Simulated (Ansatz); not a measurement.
`CCC(CC(C)c1ccc(OC(C)=O)cc1)c1ccc(OC(C)=O)cc1`, relaxed as a singlet with RKS r2SCAN-D4/def2-SVP in Ansatz, starting from the GFN2-xTB geometry. Force threshold 0.03 eV/Å.

Single mean-field runs in def2-SVP are fitted with def2-universal-jkfit.

Start:

```xyz
52

C    -0.995   -1.890   -4.015
C    -0.051   -1.773   -2.826
C    -0.654   -0.931   -1.690
C     0.278   -0.953   -0.470
C    -0.342   -0.377    0.816
C    -0.260    1.149    0.894
C     0.346   -0.999    2.008
C     1.697   -0.781    2.253
C     2.334   -1.391    3.315
C     1.620   -2.234    4.155
O     2.312   -2.801    5.223
C     2.148   -4.099    5.528
C     2.970   -4.452    6.741
O     1.453   -4.865    4.919
C     0.267   -2.446    3.945
C    -0.354   -1.830    2.872
C    -0.935    0.470   -2.168
C    -2.239    0.945   -2.249
C    -2.505    2.234   -2.668
C    -1.455    3.069   -3.020
O    -1.770    4.353   -3.457
C    -1.078    5.409   -2.996
C    -1.556    6.672   -3.663
O    -0.209    5.349   -2.170
C    -0.149    2.607   -2.976
C     0.099    1.316   -2.552
H    -1.203   -0.910   -4.439
H    -0.557   -2.515   -4.790
H    -1.939   -2.337   -3.709
H     0.890   -1.325   -3.152
H     0.171   -2.772   -2.444
H    -1.603   -1.396   -1.402
H     0.544   -1.996   -0.275
H     1.199   -0.419   -0.700
H    -1.399   -0.664    0.846
H    -0.611    1.487    1.868
H    -0.876    1.612    0.129
H     0.762    1.496    0.764
H     2.267   -0.136    1.601
H     3.384   -1.228    3.502
H     2.454   -4.092    7.630
H     3.942   -3.971    6.689
H     3.079   -5.531    6.804
H    -0.291   -3.094    4.601
H    -1.407   -2.008    2.706
H    -3.061    0.301   -1.971
H    -3.516    2.607   -2.722
H    -2.632    6.636   -3.806
H    -1.080    6.751   -4.639
H    -1.276    7.531   -3.062
H     0.665    3.254   -3.262
H     1.121    0.971   -2.516
```

```csv
step,energy (eV),largest force component (eV/Å),SCF passes
1,-31387.0370,0.914,20
2,-31387.2090,0.477,20
3,-31387.2277,0.318,20
4 (rejected),-31387.2183,0.553,20
5,-31387.2348,0.104,21
6,-31387.2367,0.128,19
7,-31387.2382,0.058,21
8,-31387.2391,0.031,21
9,-31387.2398,0.055,20
10,-31387.2402,0.061,21
11,-31387.2406,0.087,20
12,-31387.2410,0.087,21
13,-31387.2420,0.015,21
```

Force components are those of the run's own axes.

End:

Cartesian coordinates in Å:
```
C -0.9647 -1.8456 -4.1228
C -0.0878 -1.7864 -2.8787
C -0.6772 -0.9328 -1.7382
C 0.2221 -1.0208 -0.4917
C -0.3559 -0.4358 0.8161
C -0.2964 1.0956 0.9007
C 0.3376 -1.0676 2.0093
C 1.6998 -0.8355 2.2630
C 2.3441 -1.4368 3.3443
C 1.6254 -2.2803 4.1937
O 2.3121 -2.7923 5.2869
C 2.2030 -4.1149 5.6236
C 3.0211 -4.3866 6.8525
O 1.5446 -4.9147 5.0144
C 0.2687 -2.5244 3.9740
C -0.3572 -1.9173 2.8825
C -0.9456 0.4854 -2.1982
C -2.2512 0.9915 -2.2637
C -2.5002 2.3042 -2.6721
C -1.4315 3.1238 -3.0324
O -1.7420 4.3983 -3.4856
C -1.0736 5.4871 -2.9895
C -1.5744 6.7313 -3.6631
O -0.2199 5.4250 -2.1463
C -0.1195 2.6418 -2.9993
C 0.1087 1.3303 -2.5847
H -1.0985 -0.8481 -4.5706
H -0.5248 -2.5025 -4.8892
H -1.9678 -2.2373 -3.8835
H 0.9121 -1.3929 -3.1406
H 0.0830 -2.8068 -2.4914
H -1.6549 -1.3776 -1.4682
H 0.4338 -2.0908 -0.3206
H 1.2021 -0.5525 -0.7041
H -1.4185 -0.7405 0.8679
H -0.6584 1.4389 1.8827
H -0.9051 1.5772 0.1232
H 0.7374 1.4590 0.7795
H 2.2729 -0.1744 1.6054
H 3.4031 -1.2584 3.5477
H 2.6123 -3.8112 7.6972
H 4.0567 -4.0471 6.7041
H 2.9971 -5.4582 7.0813
H -0.2886 -3.1845 4.6396
H -1.4205 -2.1109 2.7057
H -3.0905 0.3490 -1.9775
H -3.5160 2.7047 -2.7189
H -2.6690 6.7953 -3.5793
H -1.3365 6.6856 -4.7369
H -1.1014 7.6107 -3.2113
H 0.7109 3.2892 -3.2847
H 1.1390 0.9614 -2.5522
```

By distances, no bond broke or formed. The bond that changes most is O21–C22, from 1.34 to 1.37 Å (atoms count from 1).

No frequencies were taken in this run, so the end may be a saddle point.

It took 86 s on 2 threads of AMD EPYC 7R13 on a shared host and a share (18 GiB) of an NVIDIA H100 80GB HBM3.
